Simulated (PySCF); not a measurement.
Spin states and ions at one geometry of [Tl(BH4)2]+

PySCF 2.14.0, RKS r2SCAN, Tl def2-SVP with ECP60, B def2-SVP, H def2-SVP; non-relativistic Hamiltonian with scalar-relativistic core potentials where named; density fitting; no spin-orbit coupling; singlets restricted, open shells unrestricted. The geometry is relaxed for charge +1, singlet, vacuum:

```xyz
11

Tl    0.0000    0.0000    0.0000
B     0.2694   -0.1636    2.2292
H    -0.5717    0.3055    3.1575
H     1.2148    0.5381    2.4824
H    -0.9094    0.4601    2.3321
H     0.2140   -1.3375    2.4871
B    -0.2694    0.1636   -2.2292
H     0.5717   -0.3055   -3.1575
H     0.9094   -0.4601   -2.3321
H    -1.2148   -0.5381   -2.4824
H    -0.2140    1.3375   -2.4871
```

Energies count from the relaxed state; an electron taken off or put on is at rest in vacuum. Charges and spins are Mulliken's.

| state | energy (eV) | spin squared | charge on Tl1 (e) | spin on Tl1 (e) | dipole about the centre of mass (D) |
| --- | --- | --- | --- | --- | --- |
| charge +1, singlet, vacuum | 0.00 | 0.00 | 0.56 | 0.00 | 0.00 |
| charge +1, triplet, vacuum | 3.91 | 2.01 | 0.13 | 1.06 | 0.00 |
| charge +2, doublet, vacuum | 14.28 | 0.76 | 0.78 | 0.25 | 0.00 |

Task: What does the state charge 0, doublet, vacuum give?

Result: energy (eV) -5.06, spin squared 0.75, charge on Tl1 (e) -0.14, spin on Tl1 (e) 0.95, dipole about the centre of mass (D) 0.00.

With an electron taken off (doublet) the charges change, summed by element, by Tl +0.22 e, B +0.19 e, H +0.60 e. The vertical ionisation energy is 14.28 eV, against −ε(HOMO) = 11.69 eV of the relaxed state. The level lies 2.6 eV too high, as is usual for semilocal functionals and global hybrids, which keep a self-interaction error.

With an electron put on (doublet) the charges change, summed by element, by Tl -0.70 e, B +0.05 e, H -0.35 e. The vertical electron affinity is 5.06 eV, against −ε(LUMO) = 7.22 eV of the relaxed state.

Open shells may have lower solutions than those found.

On relaxing from the template, bonds within or between ligands changed, so the formula names the start rather than the bonding at the end. No frequency check is given that shows the relaxed geometry to be a minimum.
